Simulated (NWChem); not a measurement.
System: NH2SeF; SMILES N[Se]F

NWChem input:

```
start job
memory heap 200 mb stack 900 mb global 1100 mb
geometry units angstroms
  Se     0.025411    -0.075714     0.363542
  F      0.193274     1.429065    -0.739557
  N     -0.344296    -1.308292    -0.845604
  H      0.395809    -1.569768    -1.484499
  H     -1.244944    -1.254535    -1.304160
end
basis spherical
  * library def2-svp
end
dft
  xc pbe0
  iterations 150
end
driver
  maxiter 120
end
task dft optimize
task dft freq
```

This build's default masses of Se (78.918 u) and Br (79.917 u) are each other's, which moves their modes by up to 0.6 %.

The level has its own optimisation; frequencies are unscaled.

Problem. What results follow from this input? (PBE0/def2-SVP.) Quantities: r F–Se (Å); r N–Se (Å); r H–N (Å); highest harmonic frequency (cm⁻¹); lowest (cm⁻¹); zero-point energy (kcal/mol); dipole (D).

Solution. 
```json
{
 "r F–Se (Å)": "1.791",
 "r N–Se (Å)": "1.767",
 "r H–N (Å)": "1.016",
 "highest harmonic frequency (cm⁻¹)": "3686",
 "lowest (cm⁻¹)": "254",
 "zero-point energy (kcal/mol)": "18.0",
 "dipole (D)": "2.46"
}
```
